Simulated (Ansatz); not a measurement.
`N=CBO` and `N=[CH][AlH][OH]` differ in one element.

Ansatz, PBE0-D4/def2-TZVP geometries, multiplicity 1. Each molecule was computed in one conformer, which needn't be the lowest.

```json
{"property": "ideal-gas entropy at 298 K and 1 bar (rigid rotor, harmonic PBE0-D4/def2-TZVP) / J/(mol·K)", "`N=CBO`": "282"}
{"property": "LUMO energy (PBE0/def2-TZVPP) / eV", "`N=CBO`": "-1.88"}
{"property": "LUMO energy (ωB97M-V/def2-TZVPP) / eV", "`N=CBO`": "0.33"}
{"property": "LUMO energy (PBE/def2-TZVPP) / eV", "`N=CBO`": "-2.93"}
{"property": "zero-point energy (PBE0-D4/def2-TZVP) / kJ/mol", "`N=CBO`": "157.1"}
{"property": "size of the dipole moment (ωB97M-V/def2-TZVPP) / D", "`N=CBO`": "2.45"}
```

(1) What does the change do to each property? (Estimate.)

Results:

(1) Ansatz gave: 
| property | `N=[CH][AlH][OH]` | shift |
| --- | --- | --- |
| ideal-gas entropy at 298 K and 1 bar (rigid rotor, harmonic PBE0-D4/def2-TZVP) / J/(mol·K) | 314 | 32 |
| LUMO energy (PBE0/def2-TZVPP) / eV | -1.68 | 0.20 |
| LUMO energy (ωB97M-V/def2-TZVPP) / eV | 0.18 | -0.15 |
| LUMO energy (PBE/def2-TZVPP) / eV | -2.59 | 0.34 |
| zero-point energy (PBE0-D4/def2-TZVP) / kJ/mol | 135.1 | -22.0 |
| size of the dipole moment (ωB97M-V/def2-TZVPP) / D | 3.03 | 0.58 |

With PBE0 the HOMO rises by 1.24 eV and the LUMO rises by 0.20 eV, so the gap narrows by about 1.04 eV. PBE moves the HOMO by 1.11 eV and ωB97M-V by 1.32 eV. Dipoles are sizes alone; their direction can turn.
